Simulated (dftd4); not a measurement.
Al (SMILES [Al-]), charge -1, triplet; D4 for b97d run with dftd4.

The dftd4 input:
```
$ dftd4 mol.xyz --func b97d --charge -1 --json dftd4.json --noedisp --property

# file mol.xyz
1

Al     0.00000000     0.00000000     0.00000000
```

Question: What does dftd4 print? Leave out banner, timings and long lists.

Answer: 
```
                    ____  _____ _____     ____  _  _
      -------------|  _ \|  ___|_   _|---|  _ \| || |------------
     |             | | | | |_    | | ___ | | | | || |_           |
     |             | |_| |  _|   | ||___|| |_| |__   _|          |
     |             |____/|_|     |_|     |____/   |_|            |
     |             ===================================           |
     |            E. Caldeweyher, S. Ehlert & S. Grimme          |
     |          Mulliken Center for Theoretical Chemistry        |
     |                    University of Bonn                     |
      -----------------------------------------------------------

Rational (Becke-Johnson) damping: b97d-D4-ATM
---------------------
  s6         1.0000
  s8         1.6946
  s9         1.0000
  a1         0.2890
  a2         4.1341
 alp        16.0000
--------------------

Atomic data, radii in Ångström:
------------------------------------------------------
   Z          R(cov)      r4/r2   hardness         EN
------------------------------------------------------
  13 Al       1.5067     2.9910     0.2635     1.6100
------------------------------------------------------

Atomic reference systems (in atomic units):
----------------------------------------------------------------------------
   Z        #      CN     q+Z       C6(AA)   #      CN     q+Z       C6(AA)
----------------------------------------------------------------------------
  13 Al     1  0.0000 13.0000     552.5530   2  0.8657 13.0371     439.2396
            3  1.7326 13.0508     252.6789   4  2.6154 13.0529     148.1048
----------------------------------------------------------------------------

Atomic properties (in atomic units):
----------------------------------------------------------------------------
     #    Z              CN          q      C6(AA)        C8(AA)   alpha(0)
----------------------------------------------------------------------------
     1   13 Al       0.0000    -1.0000    714.4831    68476.7494    69.2377
----------------------------------------------------------------------------

Molecular properties (in atomic units):
----------------------------------------
 molecular C6                 714.4831
 molecular C8               68476.7494
----------------------------------------

Dispersion energy:       0.0000000000000E+00 Eh

[Info] JSON dump of results written to 'dftd4.json'
```
